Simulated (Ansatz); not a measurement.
Single points on GeO4.

```yaml
crystal:
  periodic: [false, false, false]
  atoms:
    - {symbol: Ge, position_ang: [-0.986567, -0.535209, -0.154674]}
    - {symbol: O, position_ang: [0.922973, -0.295359, -0.889752]}
    - {symbol: O, position_ang: [0.452200, -0.041931, 1.235198]}
    - {symbol: O, position_ang: [1.437163, -0.011416, 0.320086]}
    - {symbol: O, position_ang: [-1.825760, 0.883914, -0.510858]}
basis:
  gaussian: {orbitals: def2-TZVP, initial_orbitals: start.molden}
magnetization: {spin_polarized: true, initial_magnetization: 2}
hamiltonian: {xc: pbe, dispersion: d4}
scf: {omitted_lower_state_checks: [starts]}
output: {orbitals: {seedname: orbitals}}
```

The file start.molden holds the orbitals of an earlier run on this structure, at another level or in another basis.

```sh
$ ansatz run in.yaml --threads 4 --pin off --events-out ev --progress --plain --max-ram 8704MiB
```

It prints (some lines left out):

```
Functional definition: PBE
  name "PBE"
  cite "Perdew, Burke & Ernzerhof, Phys. Rev. Lett. 77, 3865 (1996) doi:10.1103/PhysRevLett.77.3865"
  parent pbe
  parameter kappa = 0.804
  parameter beta = 0.06672455060314922
  exchange = pbe_x(kappa = kappa, mu = beta*pi^2/3)
  correlation = pbe_c(beta = beta)
these checks for a lower state are left out or cut short: starts
962 factors; their error is unknown
mean field evaluation 1: about -64687.2676 eV, gradient 9.1e0 eV
mean field evaluation 2: about -64687.5043 eV, gradient 3.6e-1 eV
mean field evaluation 4: about -64687.4973 eV, gradient 2.2e-1 eV
mean field evaluation 8: about -64687.4974 eV, gradient 2.6e-5 eV
mean field -64687.49737572 eV, -2377.2216817970 hartree, gradient 2.6e-5 eV, S^2 2.005838; 0 other end points of the search recorded, 0 dependent functions left out
reference -64687.49740317 eV, -2377.2216828058 hartree; 33, 31 occupied and 139, 141 virtual orbitals, 962 factors
Total energy: -64687.61176702 eV, -2377.2258856000 hartree
Checks for a lower state left out: starts
```

Run time 2.4 s (4 threads of Arm Neoverse V1 on a shared host).

The first input with `correlation: {method: mp2}` and without the key `hamiltonian` (abridged; 4.2 s):

```
Functional definition: HF
mean field -64618.65326751 eV, -2374.6917074848 hartree, gradient 2.6e-6 eV, S^2 2.056892
13 core orbitals not correlated: weight in the atoms' cores, before any rotation towards them, 1.000 or more for the frozen orbitals, at most 0.000 for the correlated occupied ones
second order -30.22067684 eV of doubles, -0.00000000 eV of singles
Total energy: -64648.87394436 eV, -2375.8022968745 hartree
Checks for a lower state left out: starts
```

As the first input, with `hamiltonian: {xc: r2scan, dispersion: d4}` (abridged; 6 s):

```
Functional definition: r2SCAN
mean field -64699.52694048 eV, -2377.6637601480 hartree, gradient 1.7e-5 eV, S^2 2.015958
Total energy: -64699.55235098 eV, -2377.6646939670 hartree
Checks for a lower state left out: starts
```

The first input with `gaussian: {orbitals: STO-3G}`, `hamiltonian: {xc: hf}` (abridged; 0.25 s):

```
Functional definition: HF
mean field evaluation 16: about -63865.2283 eV, gradient 2.1e-4 eV
mean field -63865.22826199 eV, -2347.0038492217 hartree, gradient 1.7e-5 eV, S^2 2.022178
Total energy: -63865.22826199 eV, -2347.0038492217 hartree
Checks for a lower state left out: starts
```

First input, but with `hamiltonian: {xc: pbe0, dispersion: d4}` (abridged; 4.2 s):

```
Functional definition: PBE0
mean field -64687.49093583 eV, -2377.2214451358 hartree, gradient 2.6e-5 eV, S^2 2.018774
Total energy: -64687.58615191 eV, -2377.2249442620 hartree
Checks for a lower state left out: starts
```

As the first input, with `hamiltonian: {xc: {name: r2SCANh}, dispersion: d4}` (abridged; 7.5 s):

```
Functional definition: r2SCANh
mean field -64698.41294334 eV, -2377.6228215085 hartree, gradient 6.1e-6 eV, S^2 2.021669
Total energy: -64698.44018714 eV, -2377.6238226997 hartree
Checks for a lower state left out: starts
```

As the first input, with `hamiltonian: {xc: {name: wB97M-V}}` (abridged; 29 s):

```
Functional definition: wB97M-V
mean field -64698.00333658 eV, -2377.6077687376 hartree, gradient 5.2e-6 eV, S^2 2.019274
Total energy: -64698.00336591 eV, -2377.6077698153 hartree
Checks for a lower state left out: starts
```

Geometry: r2SCAN-D4/def2-SVP.

Correlated methods freeze 13 core orbitals; core or outer-core shells of Ge are correlated, in sets that lack core-valence functions. The structure holds 2 bonds between oxygen atoms, so isomers without such links may lie far lower. The order of the spin states hangs on the level: the singlet lies 1.05 eV below the triplet at PBE0-D4/def2-TZVP, but 0.70 eV above it at HF/STO-3G. The structure comes from a short search, and lower isomers may exist.
